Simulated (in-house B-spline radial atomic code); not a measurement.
Configurations of Cu²⁺, with energies counted from [Ar] 3d9. Level of theory: non-relativistic M06-2X, spin-polarised, spherical fractional occupations, exact exchange averaged over the configuration, point nucleus; calculated with an all-electron radial atomic-structure program (B-spline basis). Shells without spins written out take the highest spin.

Occupations are held fixed; configurations that lie above the ionisation limit could autoionise.

```json
{"configuration": "[Ar] 3d8 4p1", "E - E(ref) (eV)": "15.269", "highest orbital": "4p up", "its <r> (bohr)": "2.599"}
{"configuration": "[Ar] 3d8 4f1", "E - E(ref) (eV)": "28.011", "highest orbital": "4f up", "its <r> (bohr)": "5.678"}
{"configuration": "[Ne] 3s2 3p5 3d10", "E - E(ref) (eV)": "70.078", "highest orbital": "3d down", "its <r> (bohr)": "0.9112"}
{"configuration": "[Ne] 3s2 3p5 3d9 4s1", "E - E(ref) (eV)": "78.461", "highest orbital": "4s up", "its <r> (bohr)": "2.242"}
```

Task: Order these further configurations by energy, lowest first.
A. [Ne] 3s2 3p5 3d9 4f1
B. [Ne] 3s2 3p5 3d9 4d1
C. [Ne] 3s2 3p5 3d9 4p1
D. [Ar] 3d8 4s1

Result: D (8.3618 eV), C (85.391 eV), B (94.084 eV), A (98.257 eV).
